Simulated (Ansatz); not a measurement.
Start from `[B]F` and change one element to get `[F][In]`.

Ansatz, PBE0-D4/def2-TZVP geometries, multiplicity 1. 

Elements past krypton have def2 core potentials.

```csv
property,`[B]F`
size of the dipole moment (PBE/def2-TZVPP) / D,1.10
"ideal-gas entropy at 298 K and 1 bar (rigid rotor, harmonic PBE0-D4/def2-TZVP) / J/(mol·K)",200
LUMO energy (ωB97M-V/def2-TZVPP) / eV,1.04
HOMO–LUMO gap (B3LYP/def2-TZVPP) / eV,6.51
HOMO–LUMO gap (PBE/def2-TZVPP) / eV,4.66
LUMO energy (PBE/def2-TZVPP) / eV,-2.09
```

(1) What does the change do to each property? (Best estimate.)

Answers

(1) The calculation gave: 
```csv
property,`[F][In]`,shift
size of the dipole moment (PBE/def2-TZVPP) / D,3.02,1.92
"ideal-gas entropy at 298 K and 1 bar (rigid rotor, harmonic PBE0-D4/def2-TZVP) / J/(mol·K)",236,36
LUMO energy (ωB97M-V/def2-TZVPP) / eV,-0.11,-1.15
HOMO–LUMO gap (B3LYP/def2-TZVPP) / eV,5.59,-0.92
HOMO–LUMO gap (PBE/def2-TZVPP) / eV,4.25,-0.41
LUMO energy (PBE/def2-TZVPP) / eV,-2.20,-0.11
```

With PBE0 the HOMO rises by 0.50 eV and the LUMO falls by 0.54 eV, so the gap narrows by about 1.04 eV. PBE moves the HOMO by 0.30 eV and ωB97M-V by 0.65 eV. Dipoles are sizes alone; their direction can turn.

B3LYP here is the variant with VWN-RPA as its local correlation; programs differ in this.
